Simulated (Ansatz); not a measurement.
Consider the ligand exchange at a Ge–O bond: `[F][GeH2][O][GeH3]` + `N[SiH2]S` → `N[SiH2][S][GeH3]` + `[OH][GeH2][F]`.

Gas-phase electronic energies from Ansatz, PBE0-D4/def2-TZVP geometries. CBS: MP2 limit from def2 TZ/QZ plus the TZ coupled-cluster correction, frozen cores. DFT in def2-TZVPP. For Ge outer-core shells are correlated without core-valence functions, which leaves a few kJ/mol of doubt a bond. Scalar relativity is left out up to krypton. One conformer a species, not always the lowest.

```tsv
level	ΔE (kJ/mol)
ωB97X-V	-16.3
ωB97M-V	-19.8
HF/def2-TZVPP	-3.4
HF/CBS(def2)	-1.5
```

**Question.** What does CCSD(T)/CBS give? (Best estimate.)

**Answer.** The calculation gave: -20.1 kJ/mol. The listed levels differ from it by 3.8, 0.3, 16.7, 18.6 kJ/mol.

Largest T1 diagnostic among the species: 0.012.

The D4 term adds −3.3 kJ/mol with B3LYP and −1.8 kJ/mol with PBE0; it sums over pairs of atoms, weighted by their polarisabilities, and B3LYP, whose exchange is more repulsive, gets the larger term. In def2-TZVPP, CCSD(T) changes the Hartree–Fock value by −13.1 kJ/mol (the triples alone add −2.4 kJ/mol) and MP2 by −17.0 kJ/mol.

B3LYP here is the variant with VWN-RPA as its local correlation; programs differ in this.
